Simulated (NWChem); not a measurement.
System: ZnH2SO; SMILES [OH][Zn][SH]

Here is an NWChem input.

```
start job
memory heap 200 mb stack 900 mb global 1100 mb
geometry units angstroms noautoz
  Zn     0.058414     0.383059    -0.008495
  O     -0.060435     2.132892     0.247299
  H      0.227993     2.675449    -0.493185
  S      0.130229    -1.775203    -0.200162
  H      1.349428    -1.855637     0.380375
end
basis spherical
  * library 6-31g*
end
dft
  xc slater vwn_5
  iterations 150
  mulliken
end
task dft energy
```

Output (shortened):

```
             Northwest Computational Chemistry Package (NWChem) 7.3.0
             --------------------------------------------------------

 C1  symmetry detected

                             Geometry "geometry" -> ""
                             -------------------------

 Output coordinates in angstroms (scale by  1.889725989 to convert to a.u.)

  No.       Tag          Charge          X              Y              Z
 ---- ---------------- ---------- -------------- -------------- --------------
    1 Zn                  30.0000    -0.01562640    -0.36705559     0.00674547
    2 O                    8.0000     0.00718717    -2.13670410    -0.08966444
    3 H                    1.0000    -0.09725814    -2.59390212     0.75053584
    4 S                   16.0000    -0.04936572     1.80048524    -0.01809252
    5 H                    1.0000     1.29840435     1.89143878     0.05389601

 Effective nuclear repulsion energy (a.u.)     232.5185225212

                                 NWChem DFT Module
                                 -----------------

 Summary of "ao basis" -> "ao basis" (spherical)
 ------------------------------------------------------------------------------
       Tag                 Description            Shells   Functions and Types
 ---------------- ------------------------------  ------  ---------------------
 Zn                          6-31g*                 12       34   5s4p2d1f
 O                           6-31g*                  6       14   3s2p1d
 H                           6-31g*                  2        2   2s
 S                           6-31g*                  8       18   4s3p1d

            General Information
            -------------------
          SCF calculation type: DFT
          Wavefunction type:  closed shell.
          No. of atoms     :     5
          No. of electrons :    56
           Alpha electrons :    28
            Beta electrons :    28
          Charge           :     0
          Spin multiplicity:     1
          Use of symmetry is: off; symmetry adaption is: off
          Maximum number of iterations: 150
          AO basis - number of functions:    70
                     number of shells:    30
          Convergence on energy requested:  1.00D-06
          Convergence on density requested:  1.00D-05
          Convergence on gradient requested:  5.00D-04

              XC Information
              --------------
                        Slater Exchange Functional  1.000 local
                      VWN V Correlation Functional  1.000 local

             Grid Information
             ----------------
          Grid used for XC integration:  medium
          Radial quadrature: Mura-Knowles
          Angular quadrature: Lebedev.
          Tag              B.-S. Rad. Rad. Pts. Rad. Cut. Ang. Pts.
          ---              ---------- --------- --------- ---------
          Zn                  1.35      112           8.0       590
          O                   0.60       49          11.0       434
          H                   0.35       45          12.0       434
          S                   1.00       88          11.0       590
          Grid pruning is: on
          Number of quadrature shells:   339
          Spatial weights used:  Erf1

      Superposition of Atomic Density Guess
      -------------------------------------

 Sum of atomic energies:       -2250.68758597

      Non-variational initial energy
      ------------------------------

 Total energy =   -2251.180862
 1-e energy   =   -3601.903157
 2-e energy   =    1118.203773
 HOMO         =      -0.324919
 LUMO         =      -0.048159

     ---------------------------------------------
      Total Density - Mulliken Population Analysis
     ---------------------------------------------

    Atom       Charge   Shell Charges
 -----------   ------   -------------------------------------------------------
    1 Zn  30    28.90   2.00  2.00  6.00  2.00  6.00  0.49  0.24  0.19  0.03  6.81  3.13  0.01
    2 O    8     9.26   2.00  0.94  3.20  0.94  2.16  0.01
    3 H    1     0.45   0.36  0.09
    4 S   16    16.64   2.00  2.00  5.98  1.33  3.14  0.54  1.63  0.02
    5 H    1     0.74   0.39  0.35

   convergence    iter        energy       DeltaE   RMS-Dens  Diis-err
 ---------------- ----- ----------------- --------- --------- ---------
 d= 0,ls=0.0,diis     1  -2248.7639125041 -2.48D+03  3.78D-02  1.06D+00
 d= 0,ls=0.0,diis     2  -2247.3534472703  1.41D+00  2.98D-02  1.24D+01
 d= 0,ls=0.0,diis     3  -2248.8636973412 -1.51D+00  8.65D-03  1.68D-01
 d= 0,ls=0.0,diis     4  -2248.8744049795 -1.07D-02  4.25D-03  9.47D-02
 d= 0,ls=0.0,diis     5  -2248.8882405768 -1.38D-02  6.10D-04  2.14D-03
  Resetting Diis
 d= 0,ls=0.0,diis     6  -2248.8884808342 -2.40D-04  2.19D-04  4.21D-04
 d= 0,ls=0.0,diis     7  -2248.8885250392 -4.42D-05  1.43D-04  3.60D-05
 d= 0,ls=0.0,diis     8  -2248.8885148413  1.02D-05  9.03D-05  1.74D-04
 d= 0,ls=0.0,diis     9  -2248.8885279593 -1.31D-05  2.13D-05  3.50D-06
 d= 0,ls=0.0,diis    10  -2248.8885282377 -2.78D-07  7.39D-06  8.20D-07

         Total DFT energy =    -2248.888528237739
      One electron energy =    -3600.300935192480
           Coulomb energy =     1220.241460631991
    Exchange-Corr. energy =     -101.347576198446
 Nuclear repulsion energy =      232.518522521196

 Numeric. integr. density =       56.000005938227

                       DFT Final Molecular Orbital Analysis
                       ------------------------------------

 Vector   26  Occ=2.000000D+00  E=-2.722860D-01
              MO Center= -1.3D-02, -9.6D-01, -6.6D-02, r^2= 4.2D+00
   Bfn.  Coefficient  Atom+Function         Bfn.  Coefficient  Atom+Function
  ----- ------------  ---------------      ----- ------------  ---------------
    38      0.389285  2 O  py                58      0.341829  4 S  py
    39      0.311113  2 O  pz                42      0.265611  2 O  py
    12     -0.219713  1 Zn py                43      0.216942  2 O  pz
    40     -0.169310  2 O  s                 62      0.156669  4 S  py
    54     -0.132988  4 S  py                 8      0.088333  1 Zn py

 Vector   27  Occ=2.000000D+00  E=-2.446960D-01
              MO Center= -3.2D-03, -1.9D+00, -6.3D-02, r^2= 1.3D+00
   Bfn.  Coefficient  Atom+Function         Bfn.  Coefficient  Atom+Function
  ----- ------------  ---------------      ----- ------------  ---------------
    37      0.593667  2 O  px                41      0.443662  2 O  px
    18      0.190641  1 Zn d -2              11      0.129769  1 Zn px
    23      0.095338  1 Zn d -2              15      0.088874  1 Zn px
    39      0.077015  2 O  pz                43      0.057844  2 O  pz
    70     -0.055243  5 H  s                 57     -0.053652  4 S  px

 Vector   28  Occ=2.000000D+00  E=-2.279346D-01
              MO Center= -3.3D-02,  1.5D+00, -3.3D-02, r^2= 2.1D+00
   Bfn.  Coefficient  Atom+Function         Bfn.  Coefficient  Atom+Function
  ----- ------------  ---------------      ----- ------------  ---------------
    59      0.653657  4 S  pz                63      0.402895  4 S  pz
    55     -0.252816  4 S  pz                19     -0.141989  1 Zn d -1
    13      0.099048  1 Zn pz                39     -0.088674  2 O  pz
    24     -0.067569  1 Zn d -1              43     -0.061178  2 O  pz
    40      0.057383  2 O  s                 38     -0.053039  2 O  py

 Vector   29  Occ=0.000000D+00  E=-7.020570D-02
              MO Center=  7.7D-02, -2.4D-01,  2.5D-01, r^2= 4.9D+00
   Bfn.  Coefficient  Atom+Function         Bfn.  Coefficient  Atom+Function
  ----- ------------  ---------------      ----- ------------  ---------------
    14      0.902592  1 Zn s                 62      0.405839  4 S  py
    60     -0.391562  4 S  s                 40     -0.344709  2 O  s
    58      0.340567  4 S  py                10     -0.337945  1 Zn s
    38     -0.216521  2 O  py                22     -0.202110  1 Zn d  2
    56     -0.198838  4 S  s                 42     -0.165268  2 O  py

 Vector   30  Occ=0.000000D+00  E=-3.037374D-02
              MO Center= -1.1D-01, -2.0D-01,  9.6D-03, r^2= 4.8D+00
   Bfn.  Coefficient  Atom+Function         Bfn.  Coefficient  Atom+Function
  ----- ------------  ---------------      ----- ------------  ---------------
    15      0.555554  1 Zn px                70     -0.514273  5 H  s
    11      0.497293  1 Zn px                60      0.317615  4 S  s
    37     -0.217259  2 O  px                41     -0.216631  2 O  px
    61      0.183830  4 S  px                69     -0.141822  5 H  s
     7     -0.114318  1 Zn px                56      0.098336  4 S  s

 Vector   31  Occ=0.000000D+00  E=-2.307209D-02
              MO Center= -1.1D-03, -2.4D-01, -2.2D-01, r^2= 5.0D+00
   Bfn.  Coefficient  Atom+Function         Bfn.  Coefficient  Atom+Function
  ----- ------------  ---------------      ----- ------------  ---------------
    17      0.648612  1 Zn pz                13      0.500271  1 Zn pz
    60      0.251281  4 S  s                 63     -0.245176  4 S  pz
    59     -0.237852  4 S  pz                16     -0.215292  1 Zn py
    70     -0.168164  5 H  s                 39     -0.144150  2 O  pz
    14     -0.128161  1 Zn s                 50     -0.122239  3 H  s

     ---------------------------------------------
      Total Density - Mulliken Population Analysis
     ---------------------------------------------

    Atom       Charge   Shell Charges
 -----------   ------   -------------------------------------------------------
    1 Zn  30    29.52   2.00  2.00  6.00  2.00  6.00  0.82  0.64  0.11  0.11  6.74  3.09  0.01
    2 O    8     8.74   2.00  0.89  2.88  1.00  1.96  0.02
    3 H    1     0.57   0.46  0.11
    4 S   16    16.29   2.00  2.00  5.96  1.37  3.05  0.50  1.37  0.04
    5 H    1     0.87   0.47  0.40

     -------------------------------------------
      Total Density - Lowdin Population Analysis
     -------------------------------------------

[...]
```

Level: LDA (Slater exchange, VWN5)/6-31G* (spherical d). Structure relaxed at the PBE0/def2-SVP level.
